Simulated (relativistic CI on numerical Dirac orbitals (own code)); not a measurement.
# Hyperfine structure of Tm⁴⁸⁺, mass number 169

Method of calculation: Dirac-Coulomb-Breit CI, orbitals from a KLI potential per configuration, model QED (radiative potential, 1s self-energy scaled to tabulated hydrogen-like ionisation energies), unscaled Slater integrals (own radial code, finite nucleus).

CI space (outside the closed core [Ne]): 3s²3p⁶3d³, 3s²3p⁵3d⁴, 3s3p⁶3d⁴, 3s²3p⁶3d²4s, 3s²3p⁶3d²4p, 3s²3p⁶3d²4d, 3s²3p⁵3d³4s, 3s²3p⁶3d²4f, 3s²3p⁵3d³4p, 3s3p⁶3d³4s, 3p⁶3d⁴4p, 3p⁶3d⁵, 3p⁵3d⁶, 3p⁵3d⁵4s, 3p⁶3d⁴4s, 3p⁵3d⁴4s², 3s²3p⁶3d4s², 3s²3p⁶4s²4p, 3s²3p⁶4s²4d. Double excitations out of closed p, d and f shells are left out; levels of such configurations are missing from the list, as are those of other unlisted configurations, and high levels can miss mixing partners. These lack a partner that the ground configuration has and come out too high: 3s²3p⁵3d³4p.

Nuclear spin I = 1/2, μ = -0.231 μN (tables of Stone and Pyykkö). The electronic factors are computed for point nuclear moments, without core polarisation or the Bohr-Weisskopf and QED corrections.

| Level | E (eV) | A (MHz) |
| --- | --- | --- |
| 3s²3p⁶3d³ ⁴F5/2 | 44.822 | -22400 |
| 3s²3p⁶3d³ ⁴P1/2 | 56.180 | 14040 |
| 3s²3p⁶3d³ ⁴F7/2 | 98.298 | -18610 |
| 3s²3p⁶3d³ ⁴F9/2 | 102.339 | -19280 |
| 3s²3p⁶3d³ ²P1/2 | 110.333 | 5704 |
| 3s²3p⁶3d³ ²H11/2 | 111.463 | -21560 |

Levels with J = 0, under 50 % of one LS term, or S terms without an open s electron are left out. Small factors come from cancelling terms and can be off by tens of per cent or more.

At this charge energies of transitions that change n are usually good to better than 1 %, and those within a shell (Δn = 0) to a few per cent.

Give the hyperfine levels of 3s²3p⁶3d³ ⁴F5/2 relative to its centre of gravity.

With K = F(F + 1) − I(I + 1) − J(J + 1), E = AK/2: F = 2: 39200, F = 3: -28000 MHz.

LS names give the leading component of a level, which can be under half, so a name can repeat, a term be missing and a line seem to break the LS rules.
